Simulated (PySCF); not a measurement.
# Where the electron goes

Compound: BCl2I.
Z-matrix (Å and degrees, PBE0-D3(BJ)/def2-SVP geometry), rows numbered from 1:
```
B 
Cl  1  1.7398
Cl  1  1.7399  2  119.68
I   1  2.1249  2  120.14  3  -179.95
```

Method: TDDFT wB97X-D/def2-SVPD, vertical, gas phase, core orbitals frozen in the response, def2 core potentials past Kr in PySCF 2.14.0, density-fitted response routines. Spin–orbit coupling is left out.

Kohn–Sham orbitals with the atoms that hold most of them (Löwdin shares over 4%, at most four atoms; ? is withheld):

| orbital | ε (eV) | atoms |
| --- | --- | --- |
| HOMO-3 | -11.58 | Cl3 44%, Cl2 44%, B1 7%, I4 6% |
| HOMO-2 | -11.32 | I4 32%, Cl2 28%, Cl3 28%, B1 13% |
| HOMO-1 | -10.08 | ? |
| HOMO | -9.72 | ? |
| LUMO | ? | B1 47%, Cl2 18%, Cl3 18%, I4 18% |
| LUMO+1 | 1.00 | I4 55%, B1 29%, Cl3 8%, Cl2 8% |
| LUMO+2 | 1.67 | I4 40%, B1 38%, Cl3 11%, Cl2 11% |

(1) Give the leading atoms of the HOMO-1.

(2) Which atoms hold the HOMO, and with what shares?

(3) What is the LUMO energy, and the HOMO–LUMO gap?

## Answers

(1) I4 (bonded to B) 79%; B1 (bonded to 2 Cl and I) 13%; Cl2 (bonded to B) 4%; Cl3 (bonded to B) 4%. By element: iodine 79%, boron 13%, chlorine 8%.

(2) I4 (bonded to B) 81%; Cl2 (bonded to B) 7%; Cl3 (bonded to B) 7%; B1 (bonded to 2 Cl and I) 5%. By element: iodine 81%, chlorine 13%, boron 5%.

(3) ε(LUMO) = -0.35 eV; the gap is 9.37 eV (0.3445 hartree).

**Question.** How does S1 compare with the orbital gap of 9.37 eV?

**Answer.** S1 is at 4.66 eV (f = 0.0000), 4.72 eV below the gap, made of HOMO→LUMO (99%). Without the coupling terms of the response equations the lowest excitation would equal the gap.

**Question.** Give energy, strength and leading configuration of S1, S2, S3, S5 and S6, and follow the Löwdin shares of the leading atoms from the occupied to the empty orbital.

**Answer.** 
- S1 (4.66 eV, f 0.0000), HOMO→LUMO (99%): I4 81% → 18%, Cl2 7% → 18%, B1 5% → 47%
- S2 (5.43 eV, f 0.126), HOMO-1→LUMO (95%): I4 79% → 18%, B1 13% → 47%, Cl2 4% → 18%
- S3 (5.92 eV, f 0.0006), HOMO-2→LUMO (99%): I4 32% → 18%, Cl2 28% → 18%, B1 13% → 47%
- S5 (6.17 eV, f 0.0027), HOMO→LUMO+1 (71%): I4 81% → 55%, Cl2 7% → 8%, B1 5% → 29%
- S6 (6.45 eV, f 0.0029), HOMO-1→LUMO+1 (72%): I4 79% → 55%, B1 13% → 29%

Löwdin shares depend on the basis, the more so with diffuse functions.

Time: 14 s wall. Hardware: x86-64 server, one thread (shared host).
